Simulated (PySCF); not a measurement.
## Frontier levels across methods

Species: C₄H₇AlO.
SMILES with atom numbers: `[CH:1]#[C:2][AlH:3][O:4][CH2:5][CH3:6]` (hydrogens: H7 on C1; H8 on Al3; H9, H10 on C5; H11, H12, H13 on C6)

Geometry (PBE0-D3(BJ)/def2-SVP, Å), atoms numbered from 1 in this order:
```
atom  x, y, z in Å
C1     2.7644   -2.0884   -0.4838
C2     2.3439   -0.9648   -0.2536
Al3    1.7031    0.7984    0.1208
O4     0.0712    1.0022    0.5285
C5    -1.0682    0.2073    0.6712
C6    -2.1140    0.5631   -0.3650
H7     3.1373   -3.0774   -0.6874
H8     2.6105    2.0808    0.0770
H9    -0.8164   -0.8688    0.5942
H10   -1.4840    0.3618    1.6841
H11   -3.0285   -0.0326   -0.2202
H12   -1.7365    0.3722   -1.3818
H13   -2.3774    1.6292   -0.2941
```

Basis pcSseg-1 throughout (PySCF), one geometry. Isolated species at its PBE0-D3(BJ)/def2-SVP geometry (one conformer only).

Question: How do the orbital energies, the gap and the dipole change with the method?

Answer: 
```tsv
method	kind	HOMO (eV)	LUMO (eV)	gap (eV)	μ (D)	SCF cycles
BLYP	GGA	-6.49	-1.89	4.60	1.38	16
OPBE	GGA	-6.54	-1.83	4.72	1.37	17
PBE	GGA	-6.59	-2.03	4.56	1.40	17
B97-D	GGA	-6.62	-1.91	4.71	1.41	16
BP86	GGA	-6.71	-2.09	4.62	1.41	16
KT3	GGA	-6.71	-1.98	4.73	1.31	16
LDA	LDA	-6.71	-2.26	4.45	1.44	16
KT2	GGA	-6.71	-2.09	4.62	1.35	16
B3LYP	global hybrid	-7.80	-1.43	6.37	1.41	15
HF	Hartree–Fock	-10.88	1.63	12.51	1.60	12
```

The HOMO spans 4.40 eV, from BLYP down to HF, and the gap runs from 4.45 eV (LDA) to 12.51 eV (HF). Over the methods BLYP (0 %), OPBE (0 %), PBE (0 %), B97-D (0 %), BP86 (0 %), KT3 (0 %), LDA (0 %), KT2 (0 %), B3LYP (20 %), HF (100 %), a straight line through the gap against the share of exact exchange rises by 0.79 eV for each 10 % (correlation coefficient 0.999). The dipole ranges from 1.31 D (KT3) to 1.60 D (HF). This basis has no diffuse functions.
